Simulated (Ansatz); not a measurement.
`C[SiH](O)C=O` and `O=C[SiH](O)Cl` differ in one atom or group.

Ansatz, PBE0-D4/def2-TZVP geometries, multiplicity 1. Each molecule was computed in one conformer, which needn't be the lowest.

```tsv
property	`C[SiH](O)C=O`
HOMO–LUMO gap (PBE/def2-TZVPP) / eV	2.86
HOMO–LUMO gap (ωB97M-V/def2-TZVPP) / eV	10.08
LUMO energy (B3LYP/def2-TZVPP) / eV	-1.93
HOMO energy (ωB97M-V/def2-TZVPP) / eV	-9.46
HOMO energy (PBE0/def2-TZVPP) / eV	-7.15
LUMO energy (PBE0/def2-TZVPP) / eV	-1.66
```

Task: Give the same properties after the change, and the shifts. (Best estimate.)

Result: Computed: 
```json
{"property": "HOMO–LUMO gap (PBE/def2-TZVPP) / eV", "`O=C[SiH](O)Cl`": "2.82", "shift": "-0.04"}
{"property": "HOMO–LUMO gap (ωB97M-V/def2-TZVPP) / eV", "`O=C[SiH](O)Cl`": "10.04", "shift": "-0.04"}
{"property": "LUMO energy (B3LYP/def2-TZVPP) / eV", "`O=C[SiH](O)Cl`": "-2.36", "shift": "-0.43"}
{"property": "HOMO energy (ωB97M-V/def2-TZVPP) / eV", "`O=C[SiH](O)Cl`": "-9.84", "shift": "-0.38"}
{"property": "HOMO energy (PBE0/def2-TZVPP) / eV", "`O=C[SiH](O)Cl`": "-7.55", "shift": "-0.40"}
{"property": "LUMO energy (PBE0/def2-TZVPP) / eV", "`O=C[SiH](O)Cl`": "-2.11", "shift": "-0.45"}
```

With PBE0 the HOMO falls by 0.40 eV and the LUMO falls by 0.45 eV, so the gap narrows by about 0.05 eV. PBE moves the HOMO by -0.40 eV and ωB97M-V by -0.38 eV. The zero-point energy changes by -91.1 kJ/mol with -9 modes.

B3LYP here is the variant with VWN-RPA as its local correlation; programs differ in this.
